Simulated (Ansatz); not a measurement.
C2H7AlCl2OSi (SMILES [CH3][Al]([CH3])[O][SiH](Cl)Cl), singlet, at the geometry of the source list; SC-NEVPT2/STO-3G, CASSCF(4,3) (Ansatz, a quantum-chemistry and plane-wave program).

Ansatz was given this input:
Ansatz 0.2 input:
```yaml
crystal:
  periodic: [false, false, false]
  atoms:
    - {symbol: Si, position_ang: [2.53630000, 0.49760000, -0.00860000]}
    - {symbol: Cl, position_ang: [2.74520000, 2.35540000, -0.74820000]}
    - {symbol: Cl, position_ang: [3.36510000, -0.82810000, -1.27460000]}
    - {symbol: O, position_ang: [0.97020000, 0.16550000, 0.14970000]}
    - {symbol: Al, position_ang: [-0.70860000, -0.14640000, 0.09730000]}
    - {symbol: C, position_ang: [-1.06030000, -2.10140000, 0.18370000]}
    - {symbol: C, position_ang: [-1.77120000, 1.52980000, -0.05610000]}
    - {symbol: H, position_ang: [3.14610000, 0.40400000, 1.30170000]}
    - {symbol: H, position_ang: [-0.51850000, -2.61440000, -0.61920000]}
    - {symbol: H, position_ang: [-2.11050000, -2.38250000, 0.10230000]}
    - {symbol: H, position_ang: [-0.67740000, -2.52100000, 1.12110000]}
    - {symbol: H, position_ang: [-1.12610000, 2.33290000, -0.42560000]}
    - {symbol: H, position_ang: [-2.16600000, 1.86110000, 0.90930000]}
    - {symbol: H, position_ang: [-2.62430000, 1.44750000, -0.73270000]}
basis:
  gaussian:
    orbitals: STO-3G
magnetization: {spin_polarized: false}
correlation: {method: sc_nevpt2, electrons: all, active_space: {window: {electrons: 4, orbitals: 3}}}
```

It wrote (shortened):

```
Functional definition: HF
691 factors; integrals over basis functions are off by at most 8.1e-5 eV
mean field evaluation 1: about -43173.6873 eV, gradient 3.1e1 eV
mean field evaluation 2: about -43173.8060 eV, gradient 3.1e1 eV
mean field evaluation 4: about -43177.4414 eV, gradient 2.2e0 eV
mean field evaluation 8: about -43177.4643 eV, gradient 2.0e-2 eV
mean field -43177.46429095 eV, -1586.7425459560 hartree, gradient 1.1e-6 eV, S^2 0.000000; 0 other end points of the search recorded, 0 dependent functions left out
reference -43177.46429095 eV, -1586.7425459560 hartree; 44, 44 occupied and 14, 14 virtual orbitals, 691 factors
state -43177.88431354 eV, -1586.7579815016 hartree
state -43177.88431354 eV, -1586.7579815016 hartree; corrected -43183.64239375 eV, -1586.9695870463 hartree
state -43177.84578870 eV, -1586.7565657398 hartree
state -43177.84578870 eV, -1586.7565657398 hartree; corrected -43183.51854467 eV, -1586.9650356765 hartree
state -43177.88431354 eV, -1586.7579815016 hartree; corrected -43183.64239375 eV, -1586.9695870463 hartree
state -43177.84285884 eV, -1586.7564580694 hartree
state -43177.84285884 eV, -1586.7564580694 hartree; corrected -43183.51676233 eV, -1586.9649701765 hartree
state -43177.88431354 eV, -1586.7579815016 hartree; corrected -43183.64239375 eV, -1586.9695870463 hartree
the orbitals are reached from a further start. From the first start the search ends at -43177.84576820 eV, -1586.7565649862 hartree
Total energy: -43183.64239375 eV, -1586.9695870463 hartree
```
